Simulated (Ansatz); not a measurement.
`F[BH][AlH][F]` + `O[SiH2]O` → `O[SiH2]OBF` + `[F][AlH2]`  (cleavage of the B–Al bond)

Program: Ansatz. Geometries: PBE0-D4/def2-TZVP. ΔE: electronic, gas phase. CCSD(T)/CBS adds triple-zeta CCSD(T) − MP2 to the extrapolated MP2 energy (def2 sets, frozen cores). This one scheme is used for every species. DFT in def2-TZVPP. Each species was taken in one conformer, which may not be the lowest.

`F[BH][AlH][F]`:

Cartesian coordinates in Å:
```
F -0.739 -1.868 0.709
B -0.612 -0.550 0.788
Al 0.490 0.521 -0.734
F 2.013 1.022 -0.320
H -1.153 -0.047 1.744
H 0.001 0.922 -2.187
```

`O[SiH2]O`:

Z-matrix (Å, degrees):
```
Si
O 1 1.642
O 1 1.642 2 113.5
H 1 1.481 2 111.5 3 116.9
H 1 1.481 2 103.8 3 -121.2
H 2 0.958 1 117.7 3 -66.0
H 3 0.958 1 117.7 2 -66.0
```

`O[SiH2]OBF`:

Z-matrix (Å, degrees):
```
Si
O 1 1.648
O 1 1.635 2 113.0
H 1 1.474 2 107.4 3 116.7
H 1 1.482 2 105.9 3 -122.1
B 2 1.341 1 138.5 3 5.3
H 3 0.958 1 119.3 2 -76.3
F 6 1.325 2 118.3 1 -177.8
H 6 1.197 2 123.4 1 2.7
```

`[F][AlH2]`:

```xyz
4

F    -1.198   -1.050   -0.073
Al    0.041    0.037    0.003
H     1.092   -0.158    1.160
H     0.064    1.171   -1.090
```

(1) Is it downhill or uphill in electronic energy at CCSD(T)/CBS, and by how much? (Estimate.)

(2) What do these levels give: LDA (SPW92), B97M-V, PBE, r2SCAN0, CAM-B3LYP, HF/def2-QZVPP? (Estimate.)

(3) What do rigid-rotor, harmonic-oscillator terms from PBE0-D4/def2-TZVP frequencies (298.15 K, 1 bar) make of the CCSD(T)/CBS value? (Estimate.)

Largest T1 diagnostic among the species: 0.014.

## Answers

(1) The calculation gave: Downhill: ΔE = -1.97 eV.

(2) The calculation gave: LDA (SPW92) -1.97, B97M-V -2.18, PBE -1.82, r2SCAN0 -2.04, CAM-B3LYP -2.05, HF/def2-QZVPP -2.16 eV.

(3) The calculation gave: ΔZPE = -0.05 eV, ΔH = -2.02 eV, ΔS = -11 J/(mol·K), ΔG = -1.99 eV. Modes under 50 cm⁻¹ make the entropy rough.

At CCSD(T), def2-SVP lies −0.22 eV from the extrapolated value and def2-TZVPP −0.02 eV. From BLYP to BHLYP (50 % exact exchange), in def2-TZVPP and without D4, ΔE moves by −0.16 eV. Leaving LDA and LC-ωPBE aside and taking each functional with its dispersion term where it has one, the values, not all of them listed here, spread over 0.35 eV, from B97M-V to revPBE-D4. LDA lies −0.15 eV from PBE without D4.
